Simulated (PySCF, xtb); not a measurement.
C2H3ClF2Si, SMILES Cl[SiH2]/C(F)=C\F.

GFN2-xTB (xtb 6.7.1) at its own geometry gives an orbital gap of 4.46 eV and a dipole moment of 1.24 D.

The structure is a stationary point at PBE0-D3(BJ)/def2-SVP. The structure was generated by enumeration; whether it is a known compound was not checked. One conformer was computed; it need not be the lowest.

Task: What does PBE/def2-TZVP in PySCF give? (An estimate is asked for; the answer gives what the named calculation found.)

Result: gap 4.52 eV (levels -6.47 and -1.95 eV), dipole 1.39 D.
